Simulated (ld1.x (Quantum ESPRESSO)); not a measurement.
Before and after: RRKJ potential for B (Z = 5)

| Quantity | Value |
| --- | --- |
| Element | boron |
| Generator | ld1.x (Quantum ESPRESSO) 7.5 |
| Type | norm-conserving RRKJ (Kleinman–Bylander form) |
| Functional | LDA (PZ) |
| Relativity | scalar-relativistic |
| Frozen core | [He] |
| Valence charge | 3 |
| Reference configuration | 2s1.75 2p1.25 |
| Partial waves | 2p (bound): rc 3.95 bohr; 2s (bound): rc 1.50 bohr |
| Local potential | the s channel |
| Core correction | Bessel-smoothed model core, default radius (core density twice the valence density) |

Change: local potential the p channel.

Cutoffs: the cutoffs (Ry, on a coarse ladder) from which the occupation-weighted sum of valence levels, in a spherical-Bessel basis at the reference potential, stays within 10 and 1 mRy of its value at 400 Ry; they do not see the model core or the augmentation charge, which bear on the density cutoff. Errors are all-electron minus pseudo energies relative to the spin-unpolarised reference configuration.

Task: How do hardness, ghosts and transferability respond?

Result: The potential gets neither clearly harder nor softer (18 Ry and 50 Ry → 30 Ry and 40 Ry); of the 9 tests that both files solve, the error grows in 2 and shrinks in 7 by more than 15 % and 0.3 meV (median size 37.4 → 22.7 meV); the range in which the s phases agree narrows (upper end 2.4 → -0.1); neither file shows a bound ghost.

```csv
quantity,base,changed
"cutoff, loose",18 Ry,30 Ry
"cutoff, tight",50 Ry,40 Ry
loose cutoff by channel (10 mRy a level),"p 6 Ry, s 18 Ry","s 25 Ry, p 8 Ry"
bound ghosts,none,none
"error for 2s2 2p1, meV [ΔE -1.42 eV]",-4.2,-2.6
"error for 2s2 2p0, meV [ΔE 6.91 eV]",+341,+241
"error for 2s1 2p0, meV [ΔE 32.21 eV]",+998,+744
"error for 2s2 2p0.5, meV [ΔE 1.52 eV]",+66,+43
"error for 2s1 2p1, meV [ΔE 12.86 eV]",-39,-57
"error for 2s2 2p1.3, meV [ΔE -2.19 eV]",-7.3,-8.6
"error for 2s1 2p2, meV [ΔE 4.27 eV]",-37,-23
"error for 2s1.75 2p1.25 (spin-polarised), meV [ΔE -0.56 eV]",-12,-1.7
"error for 2s2 2p1 (spin-polarised), meV [ΔE -1.65 eV]",-9.1,-4.6
s: phases at 4.30 bohr within 0.05 rad from the reference energy up to (Ry; the scan ends near 5),2.4,-0.1
p: phases at 4.30 bohr within 0.05 rad from the reference energy up to (Ry; the scan ends near 5),0.2,0.1
```
